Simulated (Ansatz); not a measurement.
Program: Ansatz. Geometries: PBE0-D4/def2-TZVP. ΔE: electronic, gas phase. CCSD(T)/CBS is the MP2 limit (def2-TZVPP, def2-QZVPP) plus CCSD(T) − MP2 in def2-TZVPP, frozen cores. DFT in def2-TZVPP. def2 core potentials past Kr. For In outer-core shells are correlated without core-valence functions, which leaves a few kJ/mol of doubt a bond. One conformer a species, not always the lowest.

`[SiH3][SiH]1BN1` + `[CH3][In]([OH])[F]` → `[CH3][In]([F])[O][SiH3]` + `B1N[SiH2]1`  (cleavage of the Si–Si bond)

CCSD(T)/CBS gives -102.7 kJ/mol.

Question: Another level gave -95.3 kJ/mol. Which?
A. ωB97X-V/def2-TZVPP
B. CCSD/def2-TZVPP
C. PBE0/def2-TZVPP
D. r2SCANh-D4/def2-TZVPP

Answer: D. r2SCANh-D4 -95.3, PBE0 -83.6, CCSD/def2-TZVPP -107.5, ωB97X-V -100.3 kJ/mol.

Largest T1 diagnostic among the species: 0.016.

From PBE to PBE0 (25 % exact exchange), in def2-TZVPP and without D4, ΔE moves by −11.6 kJ/mol. In def2-TZVPP, CCSD(T) changes the Hartree–Fock value by +31.0 kJ/mol (the triples alone add +4.7 kJ/mol) and MP2 by +24.9 kJ/mol.
